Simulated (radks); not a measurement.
Neutral gallium inside a hard spherical wall (all orbitals vanish at R), configuration held at [Ar] 3d10 4s2 4p1 and not refilled when levels cross. Method: scalar-relativistic Kohn-Sham, PBE, spin-polarised, spherical densities, finite nucleus; open shells are filled with parallel spins first; Fermi nuclear charge, rms radius 3.9973 fm; computed with a radial shooting solver on a logarithmic mesh with Libxc functionals. Eigenvalues in eV for spin up, with the zero of energy where the potential of the charges vanishes at infinity; a dash marks a level that is unbound or too diffuse for the functional's potential to be trusted. A positive occupied level is held by the wall or, in an anion where self-interaction has pushed it up, behind a barrier. The pressure on the wall is -dE/dV.

R (bohr)  E (hartree)  kinetic (hartree)    e(3p)    e(3d)   e(4s)   e(4p)  e(5s, empty)  e(5p, empty)  pressure (GPa)
free      -1943.93399           1976.962  -98.791  -19.108  -9.218  -2.870             -             -               0
10        -1943.93318           1976.968  -98.703  -19.021  -9.152  -2.796         0.524         2.483          0.0168
8         -1943.92918           1976.991  -98.461  -18.781  -8.978  -2.563         2.186         5.193           0.160
7         -1943.92180           1977.029  -98.153  -18.478  -8.757  -2.235         4.050         7.904           0.558
6         -1943.90103           1977.130  -97.526  -17.863  -8.287  -1.509         7.591        12.641            2.22
4         -1943.60968           1978.284  -93.249  -13.717  -4.074   4.648        31.719        41.163            60.5
3         -1942.63761           1981.595  -85.834   -6.541   6.442  18.412        78.030        91.772             515
2.5       -1941.00544           1986.846  -77.400    1.857  21.708  36.950        134.27        150.85            1920
2         -1936.31344           2001.460  -60.180   19.973  60.725  81.358        255.74        274.50            9390
1.5       -1918.94252           2053.226  -16.583   68.357  184.70  211.90        572.06        585.46           70100
